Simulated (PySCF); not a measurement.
**Simulated absorption spectrum**

Compound: C3H3F2O2 (charge +1).
Bonds: O1–C2 (triple), C2–C3, C3–O4, O4–C5, C5–F6, C5–F7. Hydrogens: H8, H9 on C3; H10 on C5.

Theory: PySCF, TDDFT PBE0/def2-SVPD, vertical, gas phase, core orbitals frozen in the response. Geometry: PBE0-D3(BJ)/def2-SVP, one conformer, isolated ion. Torsions of this conformer, `[O+:1]#[C:2][CH2:3][O:4][CH:5]([F:6])[F:7]`: C2–C3–O4–C5 76°, C3–O4–C5–F6 -57°.

Each state is given a Gaussian of 0.5 eV full width at half maximum, with ε(max) = 2.175×10⁸ f / Δν̃ (Δν̃ the width in cm⁻¹). The width is an assumption, not a result. The curve ends short of the highest state used, and states not computed would add to its high-energy end.

(λ (nm), ε (L mol⁻¹ cm⁻¹)): (190.4, 1291), (192.4, 925), (194.4, 635), (196.3, 438), (198.3, 302), (200.3, 221), (202.3, 174), (204.3, 146), (206.2, 130), (208.2, 120), (210.2, 117), (212.2, 122), (214.1, 133), (216.1, 151), (218.1, 171), (220.1, 189), (222.0, 202), (224.0, 206), (226.0, 201), (228.0, 187), (229.9, 167), (231.9, 142), (233.9, 116), (235.9, 90), (237.9, 68), (239.8, 50), (241.8, 35), (243.8, 24), (245.8, 15), (247.7, 10), (249.7, 6), (251.7, 4), (253.7, 2), (255.6, 1), (257.6, 1), (259.6, 0)

Question: Where are the band maxima, and which computed states make them?

Answer: 224 nm (5.54 eV), ε about 210, made up of S1 (98%) (ε in L mol⁻¹ cm⁻¹; maxima over ε = 5, shares over 10%). At its high-energy end, 6.51 eV, the curve is still rising (ε about 1300, from S4). The states used: S1 5.53 eV (f 0.0038); S2 6.08 eV (f 0.0018); S3 6.41 eV (f 0.0018); S4 6.72 eV (f 0.034); S5 7.04 eV (f 0.018); S6 7.11 eV (f 0.021).

Question: On this curve, what absorbance would a 10⁻³ mol/L sample give at 254 nm over a 1 cm path?

Answer: 254 nm is 4.881 eV, where ε is about 2 L mol⁻¹ cm⁻¹, so A = ε c l ≈ 0.002 (Beer–Lambert, with the gas-phase spectrum and the assumed width).

Question: What would ε be at 5.54 eV, the highest of these maxima, with half the width (0.25 eV)?

Answer: About 402 L mol⁻¹ cm⁻¹ against 206, a factor of about 1.9; a lone state at its own centre would give exactly 2.

Question: Coming from long wavelengths, where does ε first pass 100 L mol⁻¹ cm⁻¹?

Answer: At about 235 nm (5.27 eV), 0.25 eV below S1.

Rough CPU time on one thread of a shared machine: about 30 s.
